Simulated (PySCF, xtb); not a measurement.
AlBrFH₂N, SMILES [F][Al]([NH2])[Br].

GFN2-xTB in xtb at its own geometry gives an orbital gap of 4.04 eV and a dipole moment of 4.38 D.

Geometry optimised at PBE0-D3(BJ)/def2-SVP. The values are those of a single conformer.

Q: What does HF/def2-TZVPD in PySCF give? (The exact figures need the calculation; the answer reports its results.)

A: gap 12.30 eV (levels -11.44 and 0.86 eV), dipole 2.45 D.
